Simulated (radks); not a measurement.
Charge is removed step by step from the 5d down level of Ir+, starting from [Xe] 4f14 5d(up 5, down 2) 6s1. Calculated with a radial shooting solver on a logarithmic mesh with Libxc functionals: scalar-relativistic Kohn-Sham, PBE, spin-polarised, spherical densities, point nucleus; open shells are filled with parallel spins first (spin-orbit coupling, left out, can overturn this in heavy ions).

removed (e)  E - E(0) (eV)  eigenvalue (eV)  E minus straight line (eV)
0                    0.000          -13.912                       0.000
0.25                 3.801          -16.514                      -1.012
0.5                  8.264          -19.202                      -1.363
0.75                13.408          -21.969                      -1.032
1                   19.253          -24.810                       0.000

Removing the whole electron costs 19.253 eV by Delta-SCF, against 13.912 eV from minus the eigenvalue at the starting occupation. Slater's transition state (half an electron removed) gives 19.202 eV. Integrating minus the eigenvalue over the occupation (Janak's theorem) gives 19.255 eV. In this scalar-relativistic scheme the density is built from large components alone, so the theorem holds only approximately. The mean slope of the eigenvalue, de/dn, is 10.9 eV per electron.
